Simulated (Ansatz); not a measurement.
Gas-phase electronic energies from Ansatz, PBE0-D4/def2-TZVP geometries. CBS: MP2 limit from def2 TZ/QZ plus the TZ coupled-cluster correction, frozen cores. This one scheme is used for every species. DFT in def2-TZVPP. B3LYP here is the variant with VWN-RPA as its local correlation; programs differ in this. For Ga outer-core shells are correlated without core-valence functions, which leaves a few kJ/mol of doubt a bond. Scalar relativity is left out up to krypton. One conformer a species, not always the lowest.

Reaction (formal hydrolysis of a Ga–O bond): `B[O][Ga]([Cl])[O][SiH3]` + H₂O → `[OH][Ga]([Cl])[O][SiH3]` + `BO`

```json
{"level": "B3LYP-D4", "ΔE (kJ/mol)": "-10.6"}
{"level": "PBE0", "ΔE (kJ/mol)": "-15.2"}
{"level": "HF/def2-TZVPP", "ΔE (kJ/mol)": "-9.8"}
{"level": "CCSD/CBS(def2)", "ΔE (kJ/mol)": "-7.8"}
```

Task: What does CCSD(T)/CBS give? (Best estimate.)

Result: The calculation gave: -7.7 kJ/mol. The listed levels differ from it by -2.9, -7.5, -2.1, -0.1 kJ/mol.

Largest T1 diagnostic among the species: 0.014.

From PBE to PBE0 (25 % exact exchange), in def2-TZVPP and without D4, ΔE moves by +3.8 kJ/mol. The D4 term adds +6.5 kJ/mol with B3LYP and +3.8 kJ/mol with PBE0; it sums over pairs of atoms, weighted by their polarisabilities, and B3LYP, whose exchange is more repulsive, gets the larger term.
